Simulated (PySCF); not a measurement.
Excited states of Cd (cadmium, neutral)

Ground state [Kr] 4d10 5s2, ¹S. Computed with PySCF 2.14 in aug-cc-pVTZ-PP with ECP28MDF, with a scalar-relativistic core potential. Vertical excitation energies in eV without spin-orbit coupling; excited terms of each kind are numbered among those the solver found. Frozen: 4s2 4p6.

| term | leading excitation | EOM-EE-CCSD | measured centre of gravity (NIST) |
| --- | --- | --- | --- |
| 1 3P° | 5s → p | 3.788 | 3.874 (5s5p) |
| 1 1P° | 5s → p | 5.467 | 5.417 (5s5p) |
| 1 3S | 5s → s | 6.344 | 6.383 (5s6s) |
| 1 1S | 5s → s | 6.606 | 6.610 (5s6s) |
| 2 3P° | 5s → p | 7.261 | n/a |
| 2 1P° | 5s → p | 7.493 | n/a |
| 1 1D | 5s → d | 8.475 | 7.342 (5s5d) |
| 1 3D | 5s → d | 8.686 | 7.378 (5s5d) |

Only the lower part of the computed list is shown. Doubly excited terms such as np² are absent. The solver can miss terms. Rydberg members are limited by the diffuse functions of the basis.
